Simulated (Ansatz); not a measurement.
`N[CH2][SnH3]` + `C[SeH]` → `C[Se][SnH3]` + CH₃NH₂ at 400 K and 1 bar (ligand exchange at the Sn–C bond).

Gas-phase electronic energies from Ansatz, PBE0-D4/def2-TZVP geometries. CBS: MP2 limit from def2 TZ/QZ plus the TZ coupled-cluster correction, frozen cores. def2 core potentials past Kr. For Se, Sn outer-core shells are correlated without core-valence functions, which leaves a few kJ/mol of doubt a bond. Scalar relativity is left out up to krypton. One conformer a species, not always the lowest.

```tsv
species	CCSD(T)/CBS energy (Eh)	H − E (kJ/mol)	S (J/(mol·K))
`N[CH2][SnH3]`	-310.95215	223.5	353.4
`C[SeH]`	-2441.15625	135.4	284.5
`C[Se][SnH3]`	-2656.39593	183.1	386.7
CH₃NH₂	-95.75281	185.4	256.0
```

H − E and S are ideal-gas, rigid-rotor, harmonic terms from PBE0-D4/def2-TZVP, for one conformer and one mirror image of each species. 1 Eh = 2625.50 kJ/mol, R = 8.31446 J/(mol·K).

Problem. By hand: ΔE, ΔH, ΔS and ΔG.

Solution. ΔE = (-2656.39593) + (-95.75281) − (-310.95215) − (-2441.15625) = -0.04034 Eh = -105.9 kJ/mol. Δ(H − E) = 183.1 + 185.4 − 223.5 − 135.4 = 9.6, so ΔH = -96.3 kJ/mol. ΔS = 386.7 + 256.0 − 353.4 − 284.5 = 4.8 J/(mol·K). ΔG = -96.3 − 400 × (4.8)/1000 = -98.2 kJ/mol.

Problem. By hand: the equilibrium constant, and the temperature at which ΔG would vanish if ΔH and ΔS stayed fixed.

Solution. log₁₀ K = −ΔG/(RT ln 10) = 12.8. ΔH and −TΔS have one sign here, so there is no such temperature. One of them is within its doubt of zero, so this could turn.

The number of gas molecules stays the same, so ΔS is small and ΔH decides. A doubt of 5 kJ/mol in ΔE shifts log₁₀ K by 0.7 here. Other conformers and mirror images would add mixing entropy, several J/(mol·K) or more a flexible species. Modes under 60 cm⁻¹, often nearly free rotors, make the harmonic entropy too high. These are equilibria of isolated gas molecules and say nothing of rates. Largest T1 diagnostic: 0.012 (customary marks: 0.02 for closed shells, 0.045 for open ones).
